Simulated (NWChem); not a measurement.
System: C4H3FO; SMILES Fc1ccoc1

Results from NWChem. Pople sets run with spherical d functions. STO-3G and 3-21G are far too small for this property and stand as cheap habits. Coordinates come from a PBE-D3(BJ)/def2-SVP optimisation. B3LYP is NWChem's, with the RPA form of VWN correlation. Field at 589 nm.

```
level            isotropic polarisability (bohr³)  anisotropy (bohr³)  relative time
---------------  --------------------------------  ------------------  -------------
B3LYP/STO-3G                                 23.4                27.6              1
B3LYP/6-31G*                                 39.2                31.7              5
B3LYP/def2-SVP                               41.1                28.2              5
B3LYP/def2-SVPD                              50.2                25.3             20
```

The last column is a rough cost ratio, cheapest run = 1.
